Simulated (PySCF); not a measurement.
B(Cl)(GeH3)(OH) (BClGeH₄O), SMILES O[B](Cl)[GeH3]. Heavy atoms are numbered as in [B:1]([Cl:2])([GeH3:3])[OH:7]. Hydrogens are named by the atom that carries them.

Coordinates come from a PBE-D3(BJ)/def2-SVP optimisation. One conformer was computed; it need not be the lowest.

Level of theory: PySCF with PBE/def2-TZVP.

ESP charges are fitted to the potential on shells at 1.4 to 2.0 van der Waals radii. Atomic charges (e), one atom of each kind:

```csv
atom,Löwdin,ESP fit,IAO
B1,-1.25,0.28,0.12
Cl2,0.53,-0.16,-0.09
Ge3 (GeH3),0.39,0.07,___
H on Ge3,-0.03,-0.04,-0.06
O7 (OH),0.22,-0.47,___
H on O7,0.22,0.39,___
```

Problem. Some entries are withheld; supply them. (Estimate from the structure and the level; the computed values follow.)

Solution. 
- Ge3 (GeH3), IAO: 0.25
- O7 (OH), IAO: -0.47
- H on O7, IAO: 0.37
